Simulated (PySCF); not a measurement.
Cd(I)(NH2) (CdH2IN), SMILES [NH2][Cd][I].

Coordinates come from a PBE0-D3(BJ)/def2-TZVP optimisation. The def2 effective core potentials stand for the cores of Cd, I; spin–orbit coupling is left out. One conformer was computed; it need not be the lowest.

Method: PBE/def2-TZVPD (PySCF).

Question: Estimate the frontier levels, gap, dipole moment and polarisability. (Estimate from the structure and the level; the computed values follow.)

Answer: 
| Property | Value |
|---|---|
| highest occupied level | -6.00 eV |
| lowest empty level | -2.37 eV |
| orbital gap | 3.63 eV |
| dipole moment | 1.92 D |
| quadrupole, principal values (traceless, Buckingham form, about the centre of nuclear charge) | -8.01, 3.40, 4.61 D·Å |
| mean static polarisability | 83.8 bohr³ (12.42 Å³) |
| polarisability, principal values | 63.4, 65.0, 123.2 bohr³ |
